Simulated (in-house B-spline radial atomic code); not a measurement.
Values are calculated unless marked as measured or tabulated.
Ag in an electron gas of r_s = 4: phase shifts, screening and friction

A nucleus sits in a uniform electron gas with a rigid positive background. The Kohn-Sham equations are solved self-consistently in the spin-unpolarised LDA (PW92), non-relativistic, on B-splines with outgoing waves at the boundary and partial waves to l = 8. The model has no lattice, no bands and no magnetic solution. Atomic units; δ_l are the phase shifts at the Fermi level, counted so that each bound state adds π, and good to about 0.0005.

The density parameter is r_s = 4 bohr.

```json
{"l": "0", "δ_l (rad)": "13.3849"}
{"l": "1", "δ_l (rad)": "9.7594"}
{"l": "2", "δ_l (rad)": "6.2353"}
{"l": "3", "δ_l (rad)": "-0.0026"}
{"l": "4", "δ_l (rad)": "0.0005"}
{"l": "5", "δ_l (rad)": "-0.0001"}
{"l": "6", "δ_l (rad)": "0.0000"}
{"l": "7", "δ_l (rad)": "-0.0001"}
{"l": "8", "δ_l (rad)": "0.0000"}
```

Bound levels below the band bottom (hartree): d -13.16, s -3.012, p -1.875, d -0.08701, s -0.003229 and deeper ones.

(1) Check the Friedel sum rule, and say where the screening charge sits.

(2) Find the transport cross section and the electronic stopping of a 1 keV Ag ion (mass 107.87 u).

## Answers

(1) k_F = (9π/4)^(1/3)/r_s = 0.47979. The rule is Z = (2/π) Σ (2l + 1) δ_l. The terms are s 8.521, p 18.639, d 19.848, f -0.012 and 0.001 beyond, in all 46.997 against Z = 47. Bound states hold 10 s, 18 p, 20 d electrons, so the scattering states carry -1.00 in all; where a term is smaller than its bound count, the bound level has drawn weight out of the band.

(2) σ_tr = (4π/k_F²) Σ (l + 1) sin²(δ_l − δ_(l+1)). The terms for l = 0 to 3 are 0.2164, 0.2786, 0.0061, 0.0000, all together 0.5013, so σ_tr = 54.589 × 0.5013 = 27.364 bohr². With n = 3/(4π r_s³) = 0.00373, the friction coefficient is Q = n k_F σ_tr = 0.0490. For v well below v_F = 0.480, dE/dx = Q v; with 24801 eV per u at v = 1, v = √(1000/(24801 × 107.87)) = 0.0193, so dE/dx = 0.00095 hartree/bohr = 0.487 eV/nm. The largest term couples the p and d waves.
